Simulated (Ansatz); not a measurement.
InH2(SiH3) (InSiH₅), relaxed as a singlet with RKS PBE-D4/def2-TZVP in Ansatz, starting from the GFN2-xTB geometry. Force threshold 0.02 eV/Å.

In the def2 sets In takes a core potential; there is no spin–orbit coupling.

Start:

```xyz
7

In    0.479    0.844    1.011
H     0.394    0.564    2.763
H     1.293    2.410    0.802
Si   -0.404   -0.717   -0.858
H    -0.809    0.064   -2.041
H    -1.576   -1.479   -0.389
H     0.622   -1.686   -1.287
```

```
step  energy (eV)  largest force component (eV/Å)  SCF passes
   1  -13127.9829                           0.508          15
   2  -13128.0410                           0.140          17
   3  -13128.0435                           0.355          18
   4  -13128.0510                           0.032          18
   5  -13128.0511                           0.036          18
   6  -13128.0513                           0.007          19
```

Force components are those of the run's own axes.

End:

Cartesian coordinates in Å:
```
In 0.494 0.878 1.050
H 0.348 0.436 2.729
H 1.293 2.377 0.665
Si -0.409 -0.669 -0.816
H -0.808 0.088 -2.045
H -1.587 -1.479 -0.368
H 0.670 -1.632 -1.215
```

By distances, no bond broke or formed. The bond that changes most is In1–H2, from 1.78 to 1.74 Å (atoms count from 1).

No frequencies were taken in this run, so the end may be a saddle point.

Run time 3 s (4 threads of Arm Neoverse V2 on a shared host).
